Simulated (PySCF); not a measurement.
hydrogen chloride (HCl), singlet, geometry from GFN2-xTB. Base run: CAMB3LYP/aug-cc-pVDZ (PySCF).

Geometry (Å):
```xyz
2

Cl     0.0000     0.0000    -0.0709
H      0.0000     0.0000     1.2061
```
Charge 0, spin multiplicity 1.
All else is at PySCF's defaults.
Base energy -460.82322 Eh.

Each row names what was changed in the base input (with any setting that the change needs).

```
change                                       ΔE vs base (µEh)  SCF cycles
-------------------------------------------  ----------------  ----------
base                                                      0.0           7
solver = newton                                           0.0           -
diis_space = 2                                            0.0           8
init_guess = mod_huckel                                   0.0           7
init_guess = sap                                          0.0           7
conv_tol = 1e-11                                          0.0           8
conv_tol = 1e-12                                          0.0           9
level_shift = 0.3 (with mf.max_cycle = 100)               0.0          10
damp = 0.5; diis_start_cycle = 5                          0.0           9
diis_space = 12                                           0.0           7
conv_tol_grad = 1e-7                                      0.0           9
level_shift = 0.1 (with mf.max_cycle = 100)               0.0           8
diis = off (with mf.max_cycle = 100)                      0.0          30
```
